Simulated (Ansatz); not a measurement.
Isolated molecules relaxed with PBE0-D4/def2-TZVP in Ansatz; ΔE leaves out vibrations. CCSD(T)/CBS adds triple-zeta CCSD(T) − MP2 to the extrapolated MP2 energy (def2 sets, frozen cores). One conformer a species, not always the lowest.

Consider the redistribution: `C=C[SiH2]O[SiH](F)F` + `[SiH3]O[SiH2]S` → `C=C[SiH2]O[SiH3]` + `F[SiH](F)O[SiH2]S`.

`C=C[SiH2]O[SiH](F)F`:

Cartesian coordinates in Å:
```
C 1.807 -0.185 -0.972
C 1.047 -1.267 -0.825
Si -0.482 -1.328 0.213
O -0.754 0.141 0.908
Si -1.209 1.671 0.896
F 0.014 2.588 0.480
F -2.337 1.905 -0.188
H 2.697 -0.189 -1.595
H 1.577 0.754 -0.479
H 1.338 -2.176 -1.350
H -0.339 -2.313 1.315
H -1.662 -1.698 -0.610
H -1.698 2.097 2.209
```

`[SiH3]O[SiH2]S`:

Z-matrix (Å, degrees):
```
Si
O 1 1.643
H 1 1.482 2 107.4
H 1 1.485 2 110.2 3 -119.4
H 1 1.485 2 110.5 3 119.7
Si 2 1.631 1 140.8 3 -169.8
S 6 2.132 2 112.7 1 -29.6
H 6 1.481 2 110.5 1 86.5
H 6 1.479 2 107.1 1 -151.4
H 7 1.344 6 94.5 2 -71.4
```

`C=C[SiH2]O[SiH3]`:

Cartesian coordinates in Å:
```
C -0.162 1.677 1.308
C 0.941 1.501 0.587
Si 1.066 0.262 -0.785
O -0.348 -0.549 -0.929
Si -1.189 -1.883 -0.508
H -0.220 2.406 2.112
H -1.063 1.098 1.122
H 1.812 2.113 0.817
H 2.170 -0.699 -0.506
H 1.348 0.939 -2.077
H -1.879 -2.418 -1.708
H -0.276 -2.919 0.045
H -2.201 -1.527 0.521
```

`F[SiH](F)O[SiH2]S`:

```xyz
10

F    -0.058    1.597    2.248
Si    0.429    0.153    1.826
F    -0.404   -0.879    2.686
O     0.141   -0.079    0.271
Si   -0.663   -0.305   -1.137
S     0.674   -0.555   -2.766
H     1.852    0.012    2.135
H    -1.432   -1.566   -1.063
H    -1.531    0.872   -1.359
H     0.992    0.749   -2.839
```

```tsv
species	CCSD(T)/CBS(def2) energy (Eh)
`C=C[SiH2]O[SiH](F)F`	-932.85831
`[SiH3]O[SiH2]S`	-1054.82682
`C=C[SiH2]O[SiH3]`	-734.31143
`F[SiH](F)O[SiH2]S`	-1253.37132
```

Question: Work out ΔE.

Answer: ΔE = (-734.31143) + (-1253.37132) − (-932.85831) − (-1054.82682) = 0.00238 Eh = +0.06 eV.

Largest T1 diagnostic among the species: 0.012.

In def2-TZVPP, CCSD(T) changes the Hartree–Fock value by +0.04 eV (the triples alone add +0.01 eV) and MP2 by +0.04 eV. The D4 term adds +0.03 eV with B3LYP and +0.02 eV with PBE0; it sums over pairs of atoms, weighted by their polarisabilities, and B3LYP, whose exchange is more repulsive, gets the larger term.

B3LYP here is the variant with VWN-RPA as its local correlation; programs differ in this.
